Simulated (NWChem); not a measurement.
System: CH₄Si, singlet; SMILES C[SiH]

Here is an NWChem input.

```
start job
memory heap 200 mb stack 900 mb global 1100 mb
geometry units angstroms noautosym nocenter noautoz
  Si     0.129348    -0.770554    -0.000383
  H     -1.415338    -0.939975     0.001536
  C      0.045925     1.142821    -0.001145
  H      1.037051     1.637167    -0.006866
  H     -0.526549     1.493741     0.888335
  H     -0.539798     1.497155    -0.880316
end
basis spherical
  Si library def2-svp
  H library def2-svp
  C library def2-svp
end
dft
  xc b3lyp
  iterations 150
end
cosmo
  do_cosmo_smd true
  solvent toluene
end
task dft energy
```

Low-valent species are run as closed-shell singlets; no triplet was tried in these runs. The geometry was optimised at PBE-D3(BJ)/def2-SVP. Solvent: toluene.

Level: B3LYP/def2-SVP with SMD (1 M gas to 1 M solution), gas-phase geometry. Reactions with the solvent are ignored.

What results follow from this input? (B3LYP/def2-SVP, SMD on the gas-phase geometry.) Quantities: solvation free energy (kcal/mol); cavity-dispersion-structure term (kcal/mol); dipole in solution (D).


```json
{
  "solvation free energy (kcal/mol)": "-2.1",
  "cavity-dispersion-structure term (kcal/mol)": "-0.8",
  "dipole in solution (D)": "1.25"
}
```
